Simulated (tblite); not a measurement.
C5H12BBrO.
Numbering: `[CH3:1][C@@H:2]1[CH2:3][O+:4]([CH3:5])[B@@H-:6]1[CH2:7][Br:8]` (hydrogens: H9, H10, H11 on C1; H12 on C2; H13, H14 on C3; H15, H16, H17 on C5; H18 on B6; H19, H20 on C7)

Computed with GFN2-xTB (tblite), gas phase: L-BFGS steps from a force-field or distance-geometry start until the largest atomic force falls under 0.01 eV/Å.

The end geometry, which sets the zero of energy:
```
atom  x, y, z in Å
C1     -1.7449   -1.4013   -0.5069
C2     -1.1768   -0.3682    0.4582
C3     -0.9932    1.0083   -0.1851
O4      0.4318    0.9082   -0.3590
C5      1.1957    2.0816   -0.1759
B6      0.4370   -0.3469    0.7413
C7      1.3578   -1.5321    0.1644
Br8     3.2491   -0.9944    0.0804
H9     -2.7857   -1.1813   -0.7449
H10    -1.6997   -2.3917   -0.0607
H11    -1.1799   -1.4179   -1.4357
H12    -1.8214   -0.3206    1.3364
H13    -1.2382    1.8296    0.4944
H14    -1.4806    1.1750   -1.1515
H15     0.9460    2.8042   -0.9567
H16     2.2454    1.8020   -0.2566
H17     1.0141    2.5266    0.8073
H18     0.7715    0.0832    1.7931
H19     1.1207   -1.8418   -0.8511
H20     1.3461   -2.4118    0.8056
```

Problem. These geometries come from the run, each turned onto the end geometry. Order them by energy, lowest first.
A.
```
atom  x, y, z in Å
C1     -1.8561   -1.4359   -0.2993
C2     -1.1289   -0.3050    0.4154
C3     -0.8774    0.9257   -0.4589
O4      0.5644    0.9532   -0.3473
C5      1.1598    2.1568    0.0883
B6      0.4883   -0.3697    0.6834
C7      1.3626   -1.5248   -0.0214
Br8     3.2398   -0.9541   -0.1783
H9     -2.8638   -1.1316   -0.5880
H10    -1.9316   -2.3004    0.3573
H11    -1.3200   -1.7369   -1.1971
H12    -1.7035   -0.0321    1.3029
H13    -1.3248    1.8534   -0.0949
H14    -1.1387    0.7939   -1.5139
H15     1.0160    2.9295   -0.6709
H16     2.2248    1.9597    0.2086
H17     0.7425    2.4893    1.0438
H18     0.8684   -0.0467    1.7570
H19     1.0685   -1.7644   -1.0414
H20     1.4048   -2.4491    0.5516
```
B.
```
atom  x, y, z in Å
C1     -1.7699   -1.4285   -0.4585
C2     -1.1693   -0.3533    0.4402
C3     -0.9604    0.9913   -0.2618
O4      0.4766    0.9191   -0.3291
C5      1.2122    2.1024   -0.0979
B6      0.4398   -0.3491    0.7519
C7      1.3455   -1.5232    0.1267
Br8     3.2180   -0.9487   -0.0590
H9     -2.8207   -1.2206   -0.6535
H10    -1.7075   -2.3944    0.0353
H11    -1.2525   -1.4936   -1.4135
H12    -1.8118   -0.2460    1.3153
H13    -1.2803    1.8439    0.3443
H14    -1.3707    1.0878   -1.2735
H15     1.0254    2.8128   -0.9078
H16     2.2667    1.8293   -0.0876
H17     0.9458    2.5597    0.8603
H18     0.7694    0.0534    1.8155
H19     1.0478   -1.8035   -0.8804
H20     1.3907   -2.4281    0.7300
```
C.
```
atom  x, y, z in Å
C1     -1.9054   -1.3695   -0.0295
C2     -1.0320   -0.1645    0.3279
C3     -0.6703    0.7935   -0.8082
O4      0.7220    1.0279   -0.4567
C5      0.9620    2.2040    0.2947
B6      0.5798   -0.3269    0.5778
C7      1.3470   -1.5192   -0.1812
Br8     3.2679   -1.5515    0.2608
H9     -2.8484   -1.3492    0.5111
H10    -1.3962   -2.2922    0.2401
H11    -2.1368   -1.3901   -1.0928
H12    -1.5152    0.3981    1.1306
H13    -1.2044    1.7448   -0.8999
H14    -0.6656    0.2839   -1.7762
H15     0.8804    3.0840   -0.3463
H16     1.9865    2.1363    0.6656
H17     0.2556    2.2843    1.1278
H18     1.0204   -0.0448    1.6353
H19     1.3367   -1.4168   -1.2647
H20     1.0108   -2.5213    0.0810
```
D.
```
atom  x, y, z in Å
C1     -1.7943   -1.4517   -0.2319
C2     -1.0947   -0.2548    0.3989
C3     -0.8247    0.9157   -0.5489
O4      0.6120    1.0027   -0.3631
C5      1.1192    2.2095    0.1725
B6      0.5144   -0.3375    0.6661
C7      1.2832   -1.5367   -0.0715
Br8     3.1994   -1.1605   -0.2931
H9     -2.8404   -1.2415   -0.4482
H10    -1.7488   -2.2910    0.4572
H11    -1.3178   -1.7621   -1.1595
H12    -1.6804    0.0724    1.2614
H13    -1.3184    1.8570   -0.2954
H14    -1.0153    0.6865   -1.6028
H15     0.9901    3.0207   -0.5510
H16     2.1837    2.0506    0.3526
H17     0.6240    2.4756    1.1142
H18     0.9330   -0.0408    1.7282
H19     0.9411   -1.7389   -1.0833
H20     1.2295   -2.4644    0.4947
```
E.
```
atom  x, y, z in Å
C1     -1.8326   -1.4186   -0.1736
C2     -1.0731   -0.2275    0.4019
C3     -0.7466    0.8617   -0.6191
O4      0.6630    1.0000   -0.3411
C5      1.0532    2.2345    0.2132
B6      0.5491   -0.3488    0.6652
C7      1.2968   -1.5596   -0.1028
Br8     3.2463   -1.3316   -0.1205
H9     -2.9085   -1.2689   -0.1002
H10    -1.5725   -2.3249    0.3678
H11    -1.5693   -1.5600   -1.2195
H12    -1.6384    0.1664    1.2556
H13    -1.2632    1.8142   -0.5255
H14    -0.8106    0.5321   -1.6586
H15     0.9064    3.0090   -0.5430
H16     2.1104    2.1530    0.4629
H17     0.4627    2.4649    1.1039
H18     0.9841   -0.0267    1.7173
H19     1.0399   -1.6374   -1.1589
H20     1.0978   -2.5210    0.3720
```

Solution. B (0.011 eV), A (0.036 eV), D (0.067 eV), E (0.134 eV), C (0.264 eV).

In the order of the answer:

```
step  E above end (eV)  largest force (eV/Å)  rms force component (eV/Å)  rms distance from end (Å)  rms bond change (Å)  bond most changed (Å)
 109             0.011                  0.08                       0.024                      0.102                0.001           O4–B6 -0.002
  88             0.036                  0.06                       0.017                      0.338                0.003           O4–B6 +0.010
  57             0.067                  0.10                       0.036                      0.442                0.006           O4–B6 +0.024
  44             0.134                  0.26                       0.086                      0.546                0.006           O4–B6 +0.018
  13             0.264                  0.19                       0.061                      0.789                0.010           O4–B6 +0.041
```

What follows is the cost of the whole relaxation. Hardware: one thread of an Arm Neoverse N1, shared host. Cost: 2.1 s wall.
